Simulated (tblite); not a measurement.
silane (H₄Si), singlet, geometry from GFN2-xTB; IPEA1-xTB (tblite 0.6.0).

tblite was given this input:
```
$ tblite run mol.xyz --method ipea1 --charge 0 --spin 0 --json tblite.json --no-restart

# file mol.xyz
5

Si    -0.00000000     0.00000000    -0.00000000
H      0.85687118     0.83207387     0.84090169
H     -0.85685565    -0.82713035     0.84578045
H     -0.82961346     0.85438800    -0.84584481
H      0.82959793    -0.85933152    -0.84083733
```

It wrote (shortened):

```
xTB calculator
 | screened Coulomb repulsion
 | Coulomb electrostatics
 |  * isotropic Klopman-Ohno-Mataga-Nishimoto electrostatics
 |  * onsite third-order electrostatics
 | DFT-D3(BJ) dispersion correction

halogen bonding energy    0.0000000000000E+00 Eh
repulsion energy          4.6535954043032E-02 Eh
dispersion energy        -6.8044262665795E-04 Eh
number of electrons       8.0000000000000E+00 e
integral cutoff           4.0000000000000E+01 bohr

------------------------------------------------------------
  cycle        total energy    energy error   density error
------------------------------------------------------------
      1     -4.124119526534  -4.1699750E+00   2.7195609E-01
      2     -4.139105709147  -1.4986183E-02   1.4886489E-01
      3     -4.139310265501  -2.0455635E-04   4.0440653E-02
      4     -4.139424672587  -1.1440709E-04   6.0576681E-03
      5     -4.139424583763   8.8823515E-08   1.5389600E-03
      6     -4.139427212075  -2.6283116E-06   5.9890980E-05
      7     -4.139427216210  -4.1353188E-09   3.9541108E-07
------------------------------------------------------------

electronic energy        -4.1852827276267E+00 Eh
total energy             -4.1394272162103E+00 Eh

Post processing:
 | Mayer-Wiberg bond orders

[Info] JSON dump of results written to 'tblite.json'
```
